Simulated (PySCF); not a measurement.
**Calculated properties of `N#CC1=C[C@@H]2C=C[C@H]1C2`**

Compound: C8H7N.
Structure used (GFN2-xTB), in Å, numbered top down from 1:
```
atom  x, y, z in Å
N1     0.4514   -1.8444    3.2170
C2     0.2748   -1.3919    2.1762
C3     0.0419   -0.8097    0.9290
C4     0.0435   -1.3648   -0.2884
C5    -0.2361   -0.2556   -1.2818
C6     0.9768    0.6644   -1.2059
C7     0.9742    1.2211   -0.0039
C8    -0.2385    0.6844    0.7382
C9    -1.2215    0.5793   -0.4405
H10    0.2409   -2.3861   -0.5536
H11   -0.5419   -0.5693   -2.2751
H12    1.6895    0.7694   -2.0008
H13    1.6854    1.8952    0.4327
H14   -0.5477    1.2252    1.6275
H15   -1.4592    1.5438   -0.8877
H16   -2.1411    0.0481   -0.1942
```

Some functional groups and rings: nitrile and C=C double bond.

GFN2-xTB geometry:

- Point group of the GFN2-xTB geometry: C1
- Rotational constants A, B, C of the GFN2-xTB geometry: 3.912, 1.348, 1.274 GHz

**PBE0/def2-SVPD ground state and vertical TDDFT (core frozen in the response) (PySCF)**

- Dipole moment: 4.76 D
- HOMO energy: -7.09 eV
- LUMO energy: -1.65 eV
- HOMO–LUMO gap: 5.44 eV
- Lowest singlet excitation: 4.42 eV (281 nm, f = 0.016)
- Strongest line among the 6 lowest singlet transitions: S4 at 6.42 eV (193 nm, f = 0.110)
- Lowest triplet excitation (Tamm–Dancoff): 2.97 eV
- Static isotropic polarisability: 87.3 au
- Electronic spatial extent ⟨r²⟩ about the centre of nuclear charge: 1010 bohr²

From PBE0/pcSseg-1 ground state and GIAO shieldings, non-relativistic (PySCF):

- Lowest Hirshfeld atomic charge: -0.23 e on N1
- Highest Hirshfeld atomic charge: +0.07 e on C2/H10
- 13C chemical shifts (computed TMS as zero) by class: 171.6 (C4), 155.1 (C7), 151.9 (C6), 138.2 (C3), 121.1 (C2), 81.5 (C9), 58.5 (C8), 55.4 (C5) ppm
- 1H chemical shifts (computed TMS as zero) by class: 7.89 (H10), 7.37 (H13), 7.13 (H12), 3.67 (H11), 3.63 (H14), 2.34 (H15), 2.33 (H16) ppm
- Isotropic shieldings of nuclei other than C and H, by class: -70 (N1) ppm
- Mayer bond orders between heavy atoms: N1–C2 3.01, C2–C3 1.08, C3–C4 1.73, C4–C5 0.96, C5–C6 0.96, C6–C7 1.85, C7–C8 0.97, C8–C9 0.95, C8–C3 0.93, C9–C5 0.95

Monoisotopic mass (most abundant isotopes): 117.0578 u.

 The largest Löwdin shares of the LUMO are 0.26 on C4, 0.18 on C3, 0.12 on N1 and 0.10 on C2. In wavenumbers S1 is 35600 cm⁻¹ (1 eV = 8065.54 cm⁻¹). The vertical singlet–triplet gap S1 − T1 is 1.45 eV (TDDFT singlet less Tamm–Dancoff triplet; S1: HOMO→LUMO, weight 0.91; T1: HOMO→LUMO, weight 0.85). The dipole matches unit charges of opposite sign 0.99 Å apart (1 e·Å = 4.8032 D). No computed singlet falls in the visible range (750 to 380 nm, 1.65 to 3.26 eV); S1 lies 1.16 eV above its blue end. The polarisability is 12.94 Å³ as a volume (1 au = 0.148185 Å³), or 1.41 au for each of the 62 electrons.

Isolated species at its GFN2-xTB geometry, gas phase.

For the TDDFT job (PBE0/def2-SVPD), time: 43 s of wall time; peak memory 0.94 GiB. Hardware: one thread of an Intel Xeon Platinum 8488C (shared host).
